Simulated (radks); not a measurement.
The titanium ion Ti11+, configuration [Ne] 3s1.

Method: scalar-relativistic Kohn-Sham, BLYP, spin-polarised, spherical densities, point nucleus; open shells are filled with parallel spins first; computed with a radial shooting solver on a logarithmic mesh with Libxc functionals.

Energy parts (eV):
part                      energy
total                 -21940.567
kinetic                22142.474
electron-nucleus      -48842.899
Hartree                 5704.000
exchange-correlation    -944.143

Orbitals (lengths in bohr, moments of r in powers of bohr; r(max) is where P^2 peaks; r(90%) holds 90 % of the orbital's charge):
orbital,occ.,eigenvalue (eV),<r>,r(max),r(90%)
1s up,1,-5158.949,0.06955,0.04554,0.124
1s down,1,-5158.292,0.06955,0.04554,0.124
2s up,1,-806.6175,0.3210,0.2672,0.498
2s down,1,-805.7959,0.3208,0.2672,0.497
2p up,3,-716.6511,0.2850,0.2174,0.467
2p down,3,-715.8747,0.2848,0.2174,0.467
3s up,1,-281.5460,0.8467,0.7872,1.23
3s down,0,-276.7344,0.8476,0.7836,1.24

The highest occupied level is 3s up at -281.55 eV. Spin moment in Bohr magnetons: 1.
